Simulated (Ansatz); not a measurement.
Input file for Ansatz (an electronic-structure program): R-wB97M-V/def2-TZVPP on BFH3NO (SMILES NB(O)F), a point of a torsion scan.

Ansatz 0.2 input:
```yaml
crystal:
  periodic: [false, false, false]
  atoms:
    - {symbol: N, position_ang: [1.05740245, -0.38808030, 0.16949581]}
    - {symbol: B, position_ang: [-0.29118642, 0.03306681, 0.42064094]}
    - {symbol: O, position_ang: [-0.76147942, 0.21833059, 1.65263839]}
    - {symbol: F, position_ang: [-1.10465543, 0.34880414, -0.61851512]}
    - {symbol: H, position_ang: [1.76727328, 0.32484031, 0.14633928]}
    - {symbol: H, position_ang: [1.13156309, -0.87468956, -0.71729404]}
    - {symbol: H, position_ang: [-1.66611819, 0.52793414, 1.71051161]}
basis:
  gaussian:
    orbitals: def2-TZVPP
hamiltonian:
  xc: {name: wB97M-V}
scf: {lower_state_search: off}
```

The head of its log:

```
WARN ansatz: RAYON_NUM_THREADS=1 ignored (pool sized by the plan → 1); use --threads N
Functional definition: wB97M-V
these checks for a lower state are left out or cut short: stability, starts, cluster_reference, orbital_swaps, neighbouring_geometries, increment
integrals: 0.08 GiB planned
808 factors; their error is unknown
integrals: 0.11 GiB planned
193 factors; integrals over basis functions are off by at most 9.0e-6 eV
mean field: 0.77 GiB planned
mean field evaluation 1: about -6977.2547 eV, gradient 6.4e1 eV
mean field evaluation 2: about -6978.1820 eV, gradient 6.2e1 eV
```

**Question.** Give the final energy of this run.

**Answer.** -256.6594 hartree.
